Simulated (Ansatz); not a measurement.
```yaml
crystal:
  periodic: [false, false, false]
  atoms:
    - {symbol: C, position_ang: [-0.750199, 0.689083, -0.720307]}
    - {symbol: O, position_ang: [-0.579007, -0.587956, -0.188058]}
    - {symbol: Sn, position_ang: [1.185663, -1.294207, 0.311616]}
    - {symbol: F, position_ang: [1.667323, 0.190128, 1.375850]}
    - {symbol: H, position_ang: [-0.476000, 0.778044, -1.751401]}
    - {symbol: H, position_ang: [-0.069326, 1.454287, -0.050220]}
    - {symbol: H, position_ang: [-1.782070, 0.908144, -0.653158]}
    - {symbol: H, position_ang: [0.943853, -2.266639, 1.840298]}
basis:
  gaussian: {orbitals: def2-mTZVPP}
magnetization: {spin_polarized: false, initial_magnetization: 1}
hamiltonian: {xc: {name: B97M-V}}
```

```sh
$ ansatz run in.yaml --threads 4 --pin off --events-out ev --progress --plain --max-ram 10444MiB
```

Shortened log:

```
Functional definition: B97M-V
1096 factors; their error is unknown
mean field evaluation 1: about -11687.5213 eV, gradient 7.2e1 eV
mean field evaluation 2: about -11560.7378 eV, gradient 2.1e2 eV
mean field evaluation 4: about -11696.6224 eV, gradient 2.6e1 eV
mean field evaluation 8: about -11697.7764 eV, gradient 2.3e-1 eV
mean field evaluation 16: about -11697.7637 eV, gradient 8.5e-4 eV
mean field -11697.76371537 eV, -429.8848875107 hartree, gradient 1.2e-5 eV, S^2 0.750000; 1 other end points of the search recorded, 0 dependent functions left out
reference -11697.76378630 eV, -429.8848901174 hartree; 25, 24 occupied and 98, 99 virtual orbitals, 1096 factors
Total energy: -11697.76378630 eV, -429.8848901174 hartree
```

It took 9.5 s on 4 threads of an Arm Neoverse V2 on a shared host, with 0.39 GiB of host memory at the peak.
